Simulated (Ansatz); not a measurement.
Ansatz (a first-principles code) input (B3LYP-D3(BJ)/def2-TZVP):

Ansatz 0.2 input:
```yaml
crystal:
  periodic: [false, false, false]
  atoms:
    - {symbol: C, position_ang: [0.09743259, 1.39824132, 0.13092065]}
    - {symbol: C, position_ang: [-0.25119715, -0.09142927, 0.17307404]}
    - {symbol: C, position_ang: [-1.56958572, -0.37647488, -0.53738295]}
    - {symbol: O, position_ang: [0.74929107, -0.85374465, -0.47635425]}
    - {symbol: C, position_ang: [1.91750028, -1.01824489, 0.19778747]}
    - {symbol: H, position_ang: [1.06422049, 1.56577876, 0.60040616]}
    - {symbol: H, position_ang: [-0.65838343, 1.97457742, 0.65693175]}
    - {symbol: H, position_ang: [0.14975143, 1.73532838, -0.90139830]}
    - {symbol: H, position_ang: [-0.31811851, -0.41257226, 1.22607488]}
    - {symbol: H, position_ang: [-1.49346839, -0.08224763, -1.58076016]}
    - {symbol: H, position_ang: [-1.79639474, -1.43844597, -0.49349956]}
    - {symbol: H, position_ang: [-2.37563051, 0.17899294, -0.06673584]}
    - {symbol: H, position_ang: [2.61773637, -1.64947906, -0.31280480]}
    - {symbol: H, position_ang: [1.91244598, -0.96113361, 1.27410475]}
basis:
  gaussian:
    orbitals: def2-TZVP
hamiltonian:
  xc: b3lyp
  dispersion: d3bj
magnetization: {spin_polarized: true, initial_magnetization: 1}
relax: {f_tol: 0.002, max_steps: 150}
```

Output:

```
Functional definition: B3LYP
integrals: 0.12 GiB planned
1267 factors; their error is unknown
0.31 GiB of the device are held for the grids
1.03 GiB of device memory are held for the factors and their scratch space
mean field: 1.23 GiB planned
mean field evaluation 1: about -6331.7204 eV, gradient 5.0e1 eV
mean field evaluation 2: about -6326.3560 eV, gradient 5.8e1 eV
mean field evaluation 4: about -6342.8478 eV, gradient 4.4e0 eV
mean field evaluation 8: about -6342.9167 eV, gradient 7.3e-2 eV
mean field evaluation 16: about -6342.8897 eV, gradient 2.1e-4 eV
mean field -6342.88973990 eV, -233.0968985761 hartree, gradient 7.6e-5 eV, S^2 0.753662; 0 other end points of the search recorded, 0 dependent functions left out
the calculation of the forces begins
reference -6342.89002390 eV, -233.0969090129 hartree; 21, 20 occupied and 188, 189 virtual orbitals, 1267 factors
relax step   1: F+E_penalty+E_count = -6343.31871451 eV  Δ(F+E_penalty+E_count) = +0.000e0 eV  max|allowed force component| = 5.880e-1 eV/Å  Δτ_max = 0.0000 Å  (31 SCF iters, accepted)
these checks for a lower state are left out or cut short: starts, cluster_reference, orbital_swaps, neighbouring_geometries, increment
integrals: 0.12 GiB planned
1267 factors; their error is unknown
0.31 GiB of the device are held for the grids
1.03 GiB of device memory are held for the factors and their scratch space
mean field: 1.22 GiB planned
mean field -6342.90390849 eV, -233.0974192624 hartree, gradient 1.1e-5 eV, S^2 0.753705; 0 other end points of the search recorded, 0 dependent functions left out
the calculation of the forces begins
reference -6342.90419285 eV, -233.0974297122 hartree; 21, 20 occupied and 188, 189 virtual orbitals, 1267 factors
relax step   2: F+E_penalty+E_count = -6343.33191252 eV  Δ(F+E_penalty+E_count) = -1.320e-2 eV  max|allowed force component| = 3.349e-1 eV/Å  Δτ_max = 0.0173 Å  (34 SCF iters, accepted)
these checks for a lower state are left out or cut short: starts, cluster_reference, orbital_swaps, neighbouring_geometries, increment
integrals: 0.12 GiB planned
1267 factors; their error is unknown
0.31 GiB of the device are held for the grids
1.03 GiB of device memory are held for the factors and their scratch space
mean field: 1.22 GiB planned
mean field evaluation 32: about -6342.9082 eV, gradient 1.1e-5 eV
mean field -6342.90820443 eV, -233.0975771352 hartree, gradient 1.1e-5 eV, S^2 0.753718; 0 other end points of the search recorded, 0 dependent functions left out
the calculation of the forces begins
reference -6342.90848901 eV, -233.0975875934 hartree; 21, 20 occupied and 188, 189 virtual orbitals, 1267 factors
relax step   3: F+E_penalty+E_count = -6343.33601177 eV  Δ(F+E_penalty+E_count) = -4.099e-3 eV  max|allowed force component| = 5.345e-2 eV/Å  Δτ_max = 0.0161 Å  (34 SCF iters, accepted)
these checks for a lower state are left out or cut short: starts, cluster_reference, orbital_swaps, neighbouring_geometries, increment
integrals: 0.12 GiB planned
1267 factors; their error is unknown
0.31 GiB of the device are held for the grids
1.03 GiB of device memory are held for the factors and their scratch space
mean field: 1.22 GiB planned
mean field -6342.90841191 eV, -233.0975847598 hartree, gradient 1.1e-5 eV, S^2 0.753714; 0 other end points of the search recorded, 0 dependent functions left out
the calculation of the forces begins
reference -6342.90869642 eV, -233.0975952155 hartree; 21, 20 occupied and 188, 189 virtual orbitals, 1267 factors
relax step   4: F+E_penalty+E_count = -6343.33631894 eV  Δ(F+E_penalty+E_count) = -3.072e-4 eV  max|allowed force component| = 1.571e-2 eV/Å  Δτ_max = 0.0071 Å  (35 SCF iters, accepted)
these checks for a lower state are left out or cut short: starts, cluster_reference, orbital_swaps, neighbouring_geometries, increment
integrals: 0.12 GiB planned
1267 factors; their error is unknown
0.31 GiB of the device are held for the grids
1.03 GiB of device memory are held for the factors and their scratch space
mean field: 1.22 GiB planned
mean field -6342.90853719 eV, -233.0975893638 hartree, gradient 1.1e-5 eV, S^2 0.753714; 0 other end points of the search recorded, 0 dependent functions left out
the calculation of the forces begins
reference -6342.90882170 eV, -233.0975998193 hartree; 21, 20 occupied and 188, 189 virtual orbitals, 1267 factors
relax step   5: F+E_penalty+E_count = -6343.33635567 eV  Δ(F+E_penalty+E_count) = -3.673e-5 eV  max|allowed force component| = 1.491e-2 eV/Å  Δτ_max = 0.0176 Å  (34 SCF iters, accepted)
these checks for a lower state are left out or cut short: starts, cluster_reference, orbital_swaps, neighbouring_geometries, increment
integrals: 0.12 GiB planned
1267 factors; their error is unknown
0.31 GiB of the device are held for the grids
1.03 GiB of device memory are held for the factors and their scratch space
mean field: 1.23 GiB planned
mean field -6342.90861314 eV, -233.0975921550 hartree, gradient 1.1e-5 eV, S^2 0.753712; 0 other end points of the search recorded, 0 dependent functions left out
the calculation of the forces begins
reference -6342.90889771 eV, -233.0976026128 hartree; 21, 20 occupied and 188, 189 virtual orbitals, 1267 factors
relax step   6: F+E_penalty+E_count = -6343.33639255 eV  Δ(F+E_penalty+E_count) = -3.688e-5 eV  max|allowed force component| = 2.813e-3 eV/Å  Δτ_max = 0.0050 Å  (35 SCF iters, accepted)
these checks for a lower state are left out or cut short: starts, cluster_reference, orbital_swaps, neighbouring_geometries, increment
integrals: 0.12 GiB planned
1267 factors; their error is unknown
0.31 GiB of the device are held for the grids
1.03 GiB of device memory are held for the factors and their scratch space
mean field: 1.22 GiB planned
mean field -6342.90864512 eV, -233.0975933304 hartree, gradient 1.1e-5 eV, S^2 0.753714; 0 other end points of the search recorded, 0 dependent functions left out
the calculation of the forces begins
reference -6342.90892971 eV, -233.0976037889 hartree; 21, 20 occupied and 188, 189 virtual orbitals, 1267 factors
relax step   7: F+E_penalty+E_count = -6343.33639729 eV  Δ(F+E_penalty+E_count) = -4.744e-6 eV  max|allowed force component| = 1.375e-3 eV/Å  Δτ_max = 0.0018 Å  (35 SCF iters, accepted)
integrals: 0.12 GiB planned
1267 factors; their error is unknown
0.31 GiB of the device are held for the grids
1.03 GiB of device memory are held for the factors and their scratch space
mean field: 1.22 GiB planned
mean field evaluation 64: about -6342.9087 eV, gradient 4.0e-4 eV
mean field -6342.90864512 eV, -233.0975933304 hartree, gradient 1.1e-5 eV, S^2 0.753714; 1 other end points of the search recorded, 0 dependent functions left out
the calculation of the forces begins
reference -6342.90892971 eV, -233.0976037889 hartree; 21, 20 occupied and 188, 189 virtual orbitals, 1267 factors
Total energy: -6343.33668188 eV, -233.1133233912 hartree
Atom 0 at     0.101114     1.407338     0.129659 Å, force    -0.000918     0.000890     0.000296 eV/Å
Atom 1 at    -0.255437    -0.070742     0.169189 Å, force     0.000506     0.000133     0.001375 eV/Å
Atom 2 at    -1.563387    -0.384259    -0.530128 Å, force     0.000168    -0.000329    -0.000606 eV/Å
Atom 3 at     0.761624    -0.846280    -0.489854 Å, force     0.000260    -0.001339    -0.000440 eV/Å
Atom 4 at     1.908164    -1.036840     0.200035 Å, force    -0.000007     0.000623     0.000245 eV/Å
Atom 5 at     1.066810     1.584769     0.603360 Å, force     0.000269     0.000269    -0.000457 eV/Å
Atom 6 at    -0.655385     1.994038     0.653882 Å, force    -0.000123     0.000417     0.000084 eV/Å
Atom 7 at     0.155159     1.753942    -0.904012 Å, force     0.000750    -0.000040     0.000129 eV/Å
Atom 8 at    -0.304698    -0.408613     1.212191 Å, force     0.000235    -0.000136    -0.000273 eV/Å
Atom 9 at    -1.509768    -0.089853    -1.579675 Å, force    -0.000007     0.000036    -0.000185 eV/Å
Atom 10 at    -1.780798    -1.451282    -0.481648 Å, force    -0.000054    -0.000464    -0.000145 eV/Å
Atom 11 at    -2.383404     0.160661    -0.060229 Å, force    -0.000137     0.000080     0.000330 eV/Å
Atom 12 at     2.634752    -1.645478    -0.316142 Å, force    -0.000867     0.000319     0.000326 eV/Å
Atom 13 at     1.870854    -0.998257     1.283737 Å, force    -0.000074    -0.000458    -0.000678 eV/Å
Dipole moment:    -0.196921     0.106504     0.190037 e Å
```

It need not be the lowest isomer of its formula.
